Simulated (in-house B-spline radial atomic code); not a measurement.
What moves the levels of the zirconium ion Zr⁺ ([Kr] 4d2 5s1)? Level of theory: Dirac-Hartree-Fock, average of the jj configuration, Fermi nucleus of rms radius 4.2789 fm; calculated with a B-spline radial code for spherical atoms.

Baseline run (computed): total energy -3596.8859 hartree, 1s1/2 at -665.7685 hartree, 5s1/2 at -12.014 eV with <r> = 3.592 bohr.

Changing the nucleus:

| nucleus | ΔE (eV) |
| --- | --- |
| Fermi nucleus of rms radius 4.2706 fm, A = 89 | -0.00422 |
| Fermi nucleus of rms radius 4.2694 fm, A = 90 | -0.00483 |
| Fermi nucleus of rms radius 4.2845 fm, A = 91 | 0.00285 |
| Fermi nucleus of rms radius 4.3057 fm, A = 92 | 0.0137 |
| Fermi nucleus of rms radius 4.332 fm, A = 94 | 0.0272 |
| Fermi nucleus of rms radius 4.3512 fm, A = 96 | 0.0371 |
| Fermi nucleus of rms radius 4.3792 fm, A = 97 | 0.0516 |
| Fermi nucleus of rms radius 4.4012 fm, A = 98 | 0.0631 |
| Fermi nucleus of rms radius 4.4156 fm, A = 99 | 0.0706 |
| Fermi nucleus of rms radius 4.4891 fm, A = 100 | 0.109 |
| Fermi nucleus of rms radius 4.5119 fm, A = 101 | 0.122 |
| Fermi nucleus of rms radius 4.5292 fm, A = 102 | 0.131 |

A larger nucleus binds the electrons less, roughly as the density at the nucleus times the change of the nuclear <r²>. The reference is A = 87.
